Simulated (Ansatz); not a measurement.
The cluster Si2S2⁺. Charge 1, multiplicity 2. Geometry PBE0-D4/def2-TZVP, that of the neutral singlet; atoms count from 1.

```xyz
4

Si    1.3429    0.2498    0.3800
Si   -1.3327   -0.4836   -0.0084
S     0.4669   -1.1696   -1.0080
S    -0.4770    1.4034    0.6364
```

The structure comes from a short search, and lower isomers may exist.

Question: Estimate the Mulliken populations from the PBE0/def2-TZVP orbitals of Ansatz.

Answer: 
```tsv
atom	charge (e)	spin (α − β)
Si1	0.52	0.28
Si2	0.52	0.28
S3	-0.02	0.22
S4	-0.02	0.22
```
Mulliken values depend strongly on the basis.

Question: Where does the spin sit?

Answer: Summed by element: Si 0.56, S 0.44, of 1 unpaired in all. Largest on single atoms: Si1 0.28, Si2 0.28, S3 0.22.

Question: And the Mayer bond orders between heavy atoms (over 0.3)?

Answer: Si1–Si2 0.41 (2.80 Å); Si1–S3 1.17 (2.17 Å); Si1–S4 1.17 (2.17 Å); Si2–S3 1.17 (2.17 Å); Si2–S4 1.17 (2.17 Å).
